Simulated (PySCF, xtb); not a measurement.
FH4N2NbS, SMILES [NH2][Nb](=[S])([F])[NH2], multiplicity 1.

GFN2-xTB run with xtb 6.7.1 at its own geometry gives an orbital gap of 2.34 eV and a dipole moment of 6.10 D.

Geometry: r2SCAN-D4/def2-SVP. The spin state was assumed, not searched. The structure was generated by enumeration; whether it is a known compound was not checked. The def2 effective core potentials stand for the cores of Nb; spin–orbit coupling is left out. Other conformers were not sampled.

### Question
What does PySCF with ωB97X/def2-TZVP give? (Estimate from the structure and the level; the computed values follow.)

### Answer
gap 10.10 eV (levels -9.85 and 0.25 eV), dipole 4.44 D.
